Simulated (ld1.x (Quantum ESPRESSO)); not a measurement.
# Ranking ultrasoft potentials for N (Z = 7)

All share these settings but for the change named:

* Element: N (Z = 7)
* Generator: ld1.x (Quantum ESPRESSO) 7.5
* Type: ultrasoft
* Functional: PBE
* Relativity: scalar-relativistic
* Frozen core: [He]
* Valence charge: 5
* Reference configuration: 2s2 2p3
* Partial waves: 2s (bound): rcut 0.65, rcutus 0.90 bohr; 2s channel at -1 Ry: rcut 0.65, rcutus 0.90 bohr; 2p (bound): rcut 1.75, rcutus 2.15 bohr; 2p channel at 1.1 Ry: rcut 1.75, rcutus 2.15 bohr; 3d channel at 0.3 Ry: rcut 1.90, rcutus 2.10 bohr; 3d channel at 1.2 Ry: rcut 1.90, rcutus 2.10 bohr
* Local potential: all-electron potential smoothed inside 1.60 bohr (lloc = -1)
* Core correction: a·sin(br)/r model core, default radius (core density twice the valence density)
* Augmentation charge: PSQ, radius 0.75 bohr

Test errors are all-electron minus pseudo excitation energies from the reference, over 2s2 2p2; 2s2 2p1; 2s2 2p0; 2s2 2p3.3; 2s2 2p2.5; 2s1 2p3; 2s0 2p5. None of these files shows a bound ghost.

Of 7 variants that were run, those that failed, showed a ghost or another fault, or gave nearly equal values are left out.

Question: Rank these variants by their largest absolute test error, smallest first.
A. type TM; waves now 2p (bound): rc 2.15 bohr; 3d channel at 0.3 Ry: rc 2.10 bohr; 2s (bound): rc 0.90 bohr; local potential the s channel
B. waves 2p (bound): rcut 1.40, rcutus 1.48 bohr; 2p channel at 1.1 Ry: rcut 1.40, rcutus 1.48 bohr
C. all radii but the core radius scaled by about 1.19 (s 1.08, p 2.56, d 2.50 bohr, rcut 0.78/2.08/2.26); local potential all-electron potential smoothed inside 1.90 bohr (lloc = -1); augmentation PSQ, radius 0.90 bohr

Answer: B (41.0 meV), C (72.1 meV), A (2005.3 meV).
